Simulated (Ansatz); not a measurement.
Ideal-gas functions of CH$_{4}$F$_{2}$GeO (`FC(F)[O][GeH3]`) at 800 K and 1 bar, from an Ansatz frequency run at PBE0-D4/def2-TZVP.

Molar mass 142.65 g/mol, point group C1 (symmetry number 1), electronic degeneracy 1, moments of inertia 74.241, 284.324, 305.732 u Å². Harmonic wavenumbers (cm⁻¹, unscaled): 60, 83, 140, 492, 511, 594, 609, 645, 772, 848, 868, 875, 1056, 1093, 1269, 1360, 1396, 2188, 2199, 2209, 3115.

Use S(trans) = R[1.5 ln M + 2.5 ln T − 1.1517]; rotational temperatures θ = 24.2544 K / I; S(rot) = R[ln(√π/σ · √(T³/θAθBθC)) + 1.5]; for each mode x = 1.438777 ν̃/T, S = R[x/(eˣ − 1) − ln(1 − e⁻ˣ)] and H = RT x/(eˣ − 1); 1 cm⁻¹ = 0.0119627 kJ/mol; R = 8.31446 J/(mol·K).

Problem. By hand: the entropy, in J/(mol·K).

Solution. Translation 191.2. Rotation: θ = 0.3267, 0.0853, 0.0793 K, giving 126.0. Vibration, mode by mode: 26.83, 24.14, 19.80, 9.60, 9.30, 8.15, 7.96, 7.53, 6.22, 5.57, 5.41, 5.35, 4.13, 3.92, 3.05, 2.68, 2.55, 0.82, 0.80, 0.79, 0.20, in all 154.8. Electronic 0.0. Sum 472.0 J/(mol·K).

Problem. By hand: H − E and G − E in kJ/mol, counted from the electronic energy.

Solution. Zero-point energy ½ × 22382 × 0.0119627 = 133.9; thermal vibration 59.6; translation, rotation and pV give 4 RT = 26.6. H − E = 220.1 kJ/mol, and G − E = 220.1 − 800 × 472.0/1000 = -157.5 kJ/mol.

Vibration gives 33 % of the entropy, 70.8 J/(mol·K) of it from the modes under 150 cm⁻¹: soft modes count most, and the harmonic formula is weakest for them. The sum counts one conformer and one mirror image; others add a mixing term.
